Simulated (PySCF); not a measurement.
Be(NH2)(NMe2) (C₂H₈BeN₂), SMILES C[N](C)[Be][NH2].

Geometry: PBE0-D3(BJ)/def2-SVP. The values are those of a single conformer.

The numbers are results of CAM-B3LYP/def2-TZVP (PySCF), not measurements.

Symmetry labels are those of the subgroup C2v that the program uses (full group C2v).

Computed valence orbital energies around the gap with their symmetry:
| orbital | symmetry | energy (eV) |
|---|---|---|
| HOMO−7 | B1 | -13.85 |
| HOMO−6 | B2 | -13.69 |
| HOMO−5 | A1 | -12.63 |
| HOMO−4 | A2 | -12.07 |
| HOMO−3 | B2 | -11.53 |
| HOMO−2 | A1 | -10.72 |
| HOMO−1 | B2 | -8.51 |
| HOMO | B1 | -7.40 |
| LUMO | A1 | 0.55 |
| LUMO+1 | B1 | 2.22 |
| LUMO+2 | B2 | 2.29 |
| LUMO+3 | A1 | 2.36 |
